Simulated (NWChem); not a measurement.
System: Si$_{2}$NH$_{6}$F; SMILES N[SiH2][SiH2]F

```xyz
10

Si    -0.4305     1.1946    -0.2039
F      0.9631     1.8095     0.4384
Si    -0.4701    -1.1196     0.2784
N      0.9149    -2.0186    -0.3174
H     -0.3866     1.4442    -1.6921
H     -1.5891     1.9739     0.3678
H     -1.7160    -1.7038    -0.3388
H     -0.5168    -1.2969     1.7731
H      1.0393    -2.0570    -1.3339
H      1.8162    -1.7980     0.1182
```
Atoms are numbered in this order, from 1.

Level: PBE-D3(BJ)/def2-SVP (NWChem), optimised geometry, unscaled harmonic frequencies. 

| frequency (cm⁻¹) | IR intensity (km/mol) |
|---|---|
| 50 | 3.5 |
| 100 | 6.5 |
| 156 | 28.4 |
| 180 | 3.1 |
| 387 | 9.7 |
| 398 | 12.6 |
| 474 | 213.8 |
| 513 | 38.9 |
| 688 | 10.6 |
| 712 | 8.4 |
| 802 | 41.8 |
| 812 | 7.5 |
| 815 | 356.3 |
| 856 | 112.7 |
| 886 | 46.9 |
| 901 | 21.7 |
| 917 | 88.7 |
| 1502 | 27.1 |
| 2127 | 114.4 |
| 2140 | 64.7 |
| 2144 | 135.0 |
| 2159 | 137.0 |
| 3468 | 26.0 |
| 3560 | 22.1 |

```
Quantity                                                                            Value
-----------------------------------------------------------------------  ----------------
zero-point energy                                                           38.2 kcal/mol
thermal correction to the enthalpy at 298.15 K (with zero-point energy)     43.5 kcal/mol
heat capacity Cv                                                         24.9 cal/(mol K)
entropy at 298.15 K and 1 atm (symmetry number 1)                        84.6 cal/(mol K)
dipole moment                                                                      1.30 D
```

Rigid rotor and harmonic oscillator; modes under 100 cm⁻¹ make the entropy uncertain.
